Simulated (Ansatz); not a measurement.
CH3Si, doublet, at a GFN2-xTB geometry; SVWN5/STO-3G run with Ansatz (an electronic-structure program).

The Ansatz input:
Ansatz 0.2 input:
```yaml
crystal:
  periodic: [false, false, false]
  atoms:
    - {symbol: C, position_ang: [-1.13014189, 0.00566523, -0.00711113]}
    - {symbol: Si, position_ang: [0.81261806, -0.00407353, 0.00511319]}
    - {symbol: H, position_ang: [-1.52987408, -0.60088156, -0.82180865]}
    - {symbol: H, position_ang: [-1.52612189, 1.01530756, -0.13055784]}
    - {symbol: H, position_ang: [-1.53980551, -0.39138794, 0.92344859]}
basis:
  gaussian:
    orbitals: STO-3G
hamiltonian:
  xc: {name: SVWN5}
magnetization: {spin_polarized: true, initial_magnetization: 1}
```

What the program printed (banner, timings and long lists left out):

```
Functional definition: SVWN5
203 factors; integrals over basis functions are off by at most 1.2e-5 eV
mean field evaluation 1: about -8812.3188 eV, gradient 8.5e0 eV
mean field evaluation 2: about -8811.8955 eV, gradient 1.2e1 eV
mean field evaluation 4: about -8812.7702 eV, gradient 6.5e-1 eV
mean field evaluation 8: about -8812.7726 eV, gradient 4.5e-1 eV
mean field evaluation 16: about -8812.7294 eV, gradient 6.6e-1 eV
mean field evaluation 32: about -8812.7343 eV, gradient 2.7e-3 eV
mean field -8812.73425535 eV, -323.8620103983 hartree, gradient 7.7e-6 eV, S^2 0.750650; 3 other end points of the search recorded, 0 dependent functions left out
reference -8812.73427157 eV, -323.8620109942 hartree; 12, 11 occupied and 5, 6 virtual orbitals, 203 factors
Total energy: -8812.73427157 eV, -323.8620109942 hartree
```
